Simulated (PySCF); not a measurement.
Working out the ionisation energy of Se

Se [Ar] 3d10 4s2 4p4 (3P) → Se⁺ [Ar] 3d10 4s2 4p3 (4S). All numbers are calculated (PySCF 2.14, the spin-free X2C one-electron Hamiltonian (Gaussian nucleus), in ANO-RCC-VTZP (6s5p3d1f, 43 functions)). Frozen: [Ne]. Energies in hartree (1 hartree = 27.21139 eV):

```json
{"part": "UHF", "Se (lower)": "-2428.070827", "Se⁺ (upper)": "-2427.756757"}
{"part": "CCSD correlation", "Se (lower)": "-0.191627", "Se⁺ (upper)": "-0.161007"}
{"part": "(T)", "Se (lower)": "-0.006874", "Se⁺ (upper)": "-0.005513"}
```

Question: What does Hartree-Fock give?

Answer: (-2427.756757) − (-2428.070827) = 0.314070 hartree = 8.546 eV.

Question: What do CCSD and CCSD(T) give?

Answer: The CCSD correlation energies differ by 0.030620 hartree = 0.833 eV and the triples by 0.001361 hartree = 0.037 eV, so CCSD gives 9.379 eV and CCSD(T) 9.416 eV.

Measured between the centres of the two terms (NIST): 9.635 eV, so CCSD(T) (valence and next inner shell) is off by -0.219 eV.

What remains against the reference includes basis incompleteness, the frozen core and higher excitations.
